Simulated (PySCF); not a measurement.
**Exercise with solution: dipole moment from atomic charges**

Al(F)(Br)(OH) (AlBrFHO), SMILES [OH][Al]([F])[Br]. Atoms are numbered in the order given.

```xyz
5

Al    -0.0282     0.9423     0.0000
F     -1.4937     1.7174     0.0000
Br     0.0271    -1.2828     0.0000
O      1.4189     1.8041     0.0000
H      1.5110     2.7606     0.0000
```
Charge 0, spin multiplicity 1.

Geometry: r2SCAN-D4/def2-SVP. Other conformers were not sampled.

Charges (e) from PySCF with r2SCAN/def2-TZVPD:

| atom | ESP fit | IAO |
|---|---|---|
| Al1 | 1.003 | 1.311 |
| F2 | -0.426 | -0.571 |
| Br3 | -0.228 | -0.288 |
| O4 | -0.786 | -0.834 |
| H5 | 0.437 | 0.382 |

The dipole moment of the full density is 1.49 D.

**Question.** What dipole moment does each set of point charges give, and which comes closer to that of the density?

**Answer.** 
μ = Σ q r, and 1 e Å = 4.8032 D.
ESP fit: Σ q r = (0.147, 0.294, 0.000) e Å, |μ| = 1.58 D.
IAO: Σ q r = (0.202, 0.174, 0.000) e Å, |μ| = 1.28 D.
ESP fit comes closer in size. Point charges leave out the atoms' own dipoles (lone pairs, polarised bonds); fits to the potential absorb them, partitions of the density don't.
